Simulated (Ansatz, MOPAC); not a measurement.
Molecule: C3H9Ge, net charge -1, singlet state. SMILES: [CH2-][GeH]([CH3])[CH3]

Atoms: C1, Ge2, C3, C4, H5, H6, H7, H8, H9, H10, H11, H12, H13. Bonds: C1-Ge2, C1-H5, C1-H6, Ge2-C3, Ge2-C4, Ge2-H7, C3-H8, C3-H9, C3-H10, C4-H11, C4-H12, C4-H13.

Bond lengths (Å) and angles (degrees) optimised at AM1 with MOPAC; PM3 with MOPAC; HF/STO-3G with Ansatz (a quantum-chemistry and plane-wave program); HF/3-21G with Ansatz; PBE/6-31G* with LANL2DZ past Ar with Ansatz; B3LYP/LANL2DZ with Ansatz, each started from the B3LYP-D3(BJ)/def2-TZVP structure (Ansatz) of the last column. A row stands for all coordinates that are equal there; 13 of 29 kinds are shown. 6-31G* holds six Cartesian d functions. No wavenumbers were computed at HF/STO-3G, PBE/6-31G* with LANL2DZ past Ar, B3LYP/LANL2DZ, so these may be saddle points.

```tsv
coordinate	AM1	PM3	HF/STO-3G	HF/3-21G	PBE/6-31G* with LANL2DZ past Ar	B3LYP/LANL2DZ	B3LYP-D3(BJ)/def2-TZVP
C1-Ge2	1.799	1.798	1.835	1.850	1.898	1.857	1.885
C1-H5	1.082 to 1.106	1.074 to 1.088	1.085 to 1.091	1.081 to 1.090	1.109 to 1.111	1.091 to 1.103	1.096
C1-H6	1.082	1.074	1.091	1.081	1.112	1.091	1.097
Ge2-C3	2.024	1.995	1.971	2.033	2.077	2.037	2.046
Ge2-C4	2.011	1.995	1.943	2.011	2.030	2.037	2.008
Ge2-H7	1.549	1.508	1.451	1.595	1.607	1.583	1.578
C3-H8	1.105	1.088	1.084	1.089	1.106	1.102	1.094
C3-H10	1.105	1.088	1.084	1.088	1.106	1.100	1.093
C1-Ge2-C3	116.3	114.8	125.3	123.8	128.7	118.7	124.2
C1-Ge2-C4	113.6	114.8	112.2	114.3	112.0	118.7	111.7
C3-Ge2-C4	98.8	98.0	99.5	99.4	98.7	98.7	100.3
Ge2-C1-H5	121.7	122.5	109.2	120.3	111.2	120.0	112.3
Ge2-C1-H6	109.4 to 122.0	110.4 to 121.7	110.0 to 113.0	111.8 to 121.3	111.9	112.0 to 123.2	111.9
```

A range marks coordinates that this level makes unequal.

Mean signed difference of all 12 bond lengths from B3LYP-D3(BJ)/def2-TZVP: AM1 -0.008 Å, PM3 -0.025 Å, HF/STO-3G -0.032 Å, HF/3-21G -0.007 Å, PBE/6-31G* with LANL2DZ past Ar 0.017 Å, B3LYP/LANL2DZ 0.003 Å.
